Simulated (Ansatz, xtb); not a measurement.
Breaking the Al1–H2 bond in AlH3Se (SMILES [AlH2][SeH]) (multiplicity 1 held, fragments rigid). Energies count from the point at 1.573 Å.
Geometry at that point (charge 0, multiplicity 1):
| atom | x (Å) | y (Å) | z (Å) |
|---|---|---|---|
| Al | 0.3641 | 0.0275 | -1.5573 |
| H | -0.6985 | -0.5698 | -2.5521 |
| H | 1.7454 | 0.6424 | -1.9937 |
| Se | -0.2012 | -0.0305 | 0.6966 |
| H | 1.0606 | 0.6067 | 1.1072 |

Restricted levels (R-, RO-) in cc, def2 and unpolarised 6-31G sets keep to the state of the molecule at rest. Active spaces are followed from a long bond inwards. Levels need not reach the same state.

Frozen-core correlation. Filled d and f shells under p-block atoms count as core.

The values were computed with Ansatz (a program for electronic structure) with Gaussian orbitals; xtb for the GFN methods. Values without a source in brackets are computed. The GFN methods have no spin term and hold the electronic entropy of 300 K.

Energies in kcal/mol.

```json
[
 {"R (Å)": "1.259", "GFN2-xTB": "20.2", "R-HF/def2-SVP": "26.4", "R-CCSD/def2-SVP": "25.7", "R-CCSDT(Q)/def2-SVP": "25.8", "FIC-MRCISD on CASSCF(2,2)/def2-SVP": "25.9", "FIC-MRCISD+Q on CASSCF(2,2)/def2-SVP": "25.8"},
 {"R (Å)": "1.416", "GFN2-xTB": "2.5", "R-HF/def2-SVP": "5.3", "R-CCSD/def2-SVP": "5.1", "R-CCSDT(Q)/def2-SVP": "5.2", "FIC-MRCISD on CASSCF(2,2)/def2-SVP": "5.2", "FIC-MRCISD+Q on CASSCF(2,2)/def2-SVP": "5.1"},
 {"R (Å)": "1.573", "GFN2-xTB": "0.0", "R-HF/def2-SVP": "0.0", "R-CCSD/def2-SVP": "0.0", "R-CCSDT(Q)/def2-SVP": "0.0", "FIC-MRCISD on CASSCF(2,2)/def2-SVP": "0.0", "FIC-MRCISD+Q on CASSCF(2,2)/def2-SVP": "0.0"},
 {"R (Å)": "1.731", "GFN2-xTB": "3.4", "R-HF/def2-SVP": "3.6", "R-CCSD/def2-SVP": "3.4", "R-CCSDT(Q)/def2-SVP": "3.3", "FIC-MRCISD on CASSCF(2,2)/def2-SVP": "3.2", "FIC-MRCISD+Q on CASSCF(2,2)/def2-SVP": "3.3"},
 {"R (Å)": "1.888", "GFN2-xTB": "9.1", "R-HF/def2-SVP": "11.8", "R-CCSD/def2-SVP": "11.1", "R-CCSDT(Q)/def2-SVP": "10.9", "FIC-MRCISD on CASSCF(2,2)/def2-SVP": "10.7", "FIC-MRCISD+Q on CASSCF(2,2)/def2-SVP": "10.9"},
 {"R (Å)": "2.124", "GFN2-xTB": "19.5", "R-HF/def2-SVP": "28.1", "R-CCSD/def2-SVP": "25.9", "R-CCSDT(Q)/def2-SVP": "25.4", "FIC-MRCISD on CASSCF(2,2)/def2-SVP": "25.1", "FIC-MRCISD+Q on CASSCF(2,2)/def2-SVP": "25.5"},
 {"R (Å)": "2.360", "GFN2-xTB": "31.3", "R-HF/def2-SVP": "45.5", "R-CCSD/def2-SVP": "41.0", "R-CCSDT(Q)/def2-SVP": "40.1", "FIC-MRCISD on CASSCF(2,2)/def2-SVP": "39.7", "FIC-MRCISD+Q on CASSCF(2,2)/def2-SVP": "40.2"},
 {"R (Å)": "2.753", "GFN2-xTB": "51.5", "R-HF/def2-SVP": "72.8", "R-CCSD/def2-SVP": "61.9", "R-CCSDT(Q)/def2-SVP": "60.1", "FIC-MRCISD on CASSCF(2,2)/def2-SVP": "59.6", "FIC-MRCISD+Q on CASSCF(2,2)/def2-SVP": "60.2"},
 {"R (Å)": "3.147", "GFN2-xTB": "70.2", "R-HF/def2-SVP": "96.0", "R-CCSD/def2-SVP": "75.9", "R-CCSDT(Q)/def2-SVP": "72.8", "FIC-MRCISD on CASSCF(2,2)/def2-SVP": "72.3", "FIC-MRCISD+Q on CASSCF(2,2)/def2-SVP": "73.0"},
 {"R (Å)": "3.619", "GFN2-xTB": "87.7", "R-HF/def2-SVP": "118.4", "R-CCSD/def2-SVP": "85.1", "R-CCSDT(Q)/def2-SVP": "80.4", "FIC-MRCISD on CASSCF(2,2)/def2-SVP": "79.9", "FIC-MRCISD+Q on CASSCF(2,2)/def2-SVP": "80.6"},
 {"R (Å)": "4.248", "GFN2-xTB": "101.3", "R-HF/def2-SVP": "140.9", "R-CCSD/def2-SVP": "89.8", "R-CCSDT(Q)/def2-SVP": "83.6", "FIC-MRCISD on CASSCF(2,2)/def2-SVP": "83.2", "FIC-MRCISD+Q on CASSCF(2,2)/def2-SVP": "83.9"},
 {"R (Å)": "5.035", "GFN2-xTB": "107.5", "R-HF/def2-SVP": "159.6", "R-CCSD/def2-SVP": "91.4", "R-CCSDT(Q)/def2-SVP": "84.3", "FIC-MRCISD on CASSCF(2,2)/def2-SVP": "84.0", "FIC-MRCISD+Q on CASSCF(2,2)/def2-SVP": "84.7"}
]
```

Doubts at one or more of the structures used: a restricted determinant that unrestricted orbitals would lower (R-HF/def2-SVP, R-CCSD/def2-SVP, R-CCSDT(Q)/def2-SVP); other coupled-cluster roots lie near (R-CCSD/def2-SVP, R-CCSDT(Q)/def2-SVP); T1 above 0.05 (R-CCSD/def2-SVP, R-CCSDT(Q)/def2-SVP).
